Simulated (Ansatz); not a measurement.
Gas-phase electronic energies from Ansatz, PBE0-D4/def2-TZVP geometries. CCSD(T)/CBS is the MP2 limit (def2-TZVPP, def2-QZVPP) plus CCSD(T) − MP2 in def2-TZVPP, frozen cores. This one scheme is used for every species. Functionals use def2-TZVPP. B3LYP here is the variant with VWN-RPA as its local correlation; programs differ in this. For Se outer-core shells are correlated without core-valence functions, which leaves a few kJ/mol of doubt a bond. Scalar relativity is left out up to krypton. One conformer a species, not always the lowest.

`FC([SiH3])[SeH]` + `[SiH3]N[SiH3]` → `[SiH3]N[SiH2][SeH]` + `FC[SiH3]`  (formal exchange of groups at the Se–C bond)

Q: Is it downhill or uphill in electronic energy at CCSD(T)/CBS, and by how much? (Best estimate.)

A: Computed: Downhill: ΔE = -25.4 kcal/mol.

Q: What do these levels give: PBE-D4, r2SCAN-D4, PBE0-D4, B3LYP-D4, ωB97M-V, PBE0, HF/def2-TZVPP, SCS-MP2/def2-TZVPP, CCSD/def2-TZVPP, CCSD(T)/def2-TZVPP, MP2/def2-QZVPP, MP2/CBS(def2)? (Best estimate.)

A: The calculation gave: PBE-D4 -24.6, r2SCAN-D4 -25.5, PBE0-D4 -26.0, B3LYP-D4 -25.1, ωB97M-V -25.3, PBE0 -25.8, HF/def2-TZVPP -27.5, SCS-MP2/def2-TZVPP -24.5, CCSD/def2-TZVPP -25.0, CCSD(T)/def2-TZVPP -24.5, MP2/def2-QZVPP -25.6, MP2/CBS(def2) -26.0 kcal/mol.

Largest T1 diagnostic among the species: 0.011.

From PBE to PBE0 (25 % exact exchange), in def2-TZVPP and without D4, ΔE moves by −1.4 kcal/mol. In def2-TZVPP, CCSD(T) changes the Hartree–Fock value by +3.0 kcal/mol (the triples alone add +0.6 kcal/mol) and MP2 by +2.4 kcal/mol.
